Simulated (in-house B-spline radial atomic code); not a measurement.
The outermost shell (largest non-relativistic mean radius) with and without relativity; Dirac values are averaged over j. Computed with a radial B-spline atomic code at the basis-set limit: non-relativistic Hartree-Fock and Dirac-Hartree-Fock, averages of the configuration (point nuclei without relativity, finite nuclei with it).

```json
{"ion": "Mg", "configuration": "[Ne] 3s2", "outermost shell": "3s", "radius non-relativistic (bohr)": "3.2529", "radius Dirac (bohr)": "3.248", "radius change (%)": "-0.15211", "level non-relativistic (eV)": "-6.886", "level Dirac (eV)": "-6.8965", "spin-orbit splitting (eV)": "-"}
{"ion": "Al", "configuration": "[Ne] 3s2 3p1", "outermost shell": "?", "radius non-relativistic (bohr)": "?", "radius Dirac (bohr)": "?", "radius change (%)": "?", "level non-relativistic (eV)": "?", "level Dirac (eV)": "?", "spin-orbit splitting (eV)": "?"}
{"ion": "Si", "configuration": "[Ne] 3s2 3p2", "outermost shell": "3p", "radius non-relativistic (bohr)": "2.7877", "radius Dirac (bohr)": "2.7885", "radius change (%)": "0.030232", "level non-relativistic (eV)": "-7.585", "level Dirac (eV)": "-7.5736", "spin-orbit splitting (eV)": "0.031218"}
{"ion": "P", "configuration": "[Ne] 3s2 3p3", "outermost shell": "3p", "radius non-relativistic (bohr)": "2.3688", "radius Dirac (bohr)": "2.369", "radius change (%)": "0.0077672", "level non-relativistic (eV)": "-9.539", "level Dirac (eV)": "-9.5262", "spin-orbit splitting (eV)": "0.056399"}
{"ion": "S", "configuration": "[Ne] 3s2 3p4", "outermost shell": "3p", "radius non-relativistic (bohr)": "2.0693", "radius Dirac (bohr)": "2.069", "radius change (%)": "-0.011813", "level non-relativistic (eV)": "-11.601", "level Dirac (eV)": "-11.586", "spin-orbit splitting (eV)": "0.092271"}
{"ion": "Cl", "configuration": "[Ne] 3s2 3p5", "outermost shell": "?", "radius non-relativistic (bohr)": "?", "radius Dirac (bohr)": "?", "radius change (%)": "?", "level non-relativistic (eV)": "?", "level Dirac (eV)": "?", "spin-orbit splitting (eV)": "?"}
{"ion": "Ar", "configuration": "[Ne] 3s2 3p6", "outermost shell": "3p", "radius non-relativistic (bohr)": "1.663", "radius Dirac (bohr)": "1.6621", "radius change (%)": "-0.049254", "level non-relativistic (eV)": "-16.082", "level Dirac (eV)": "-16.064", "spin-orbit splitting (eV)": "0.20594"}
```

Question: Fill in the row of Al.

Answer: outermost shell: 3p; radius non-relativistic (bohr): 3.4339; radius Dirac (bohr): 3.436; radius change (%): 0.061554; level non-relativistic (eV): -5.713; level Dirac (eV): -5.7031; spin-orbit splitting (eV): 0.014586.

Question: Fill in the row of Cl.

Answer: outermost shell: 3p; radius non-relativistic (bohr): 1.842; radius Dirac (bohr): 1.8415; radius change (%): -0.030546; level non-relativistic (eV): -13.780; level Dirac (eV): -13.763; spin-orbit splitting (eV): 0.14123.

Question: Which member changes most?

Answer: Magnesium (Mg): its 3s shell contracts by 0.2 %.
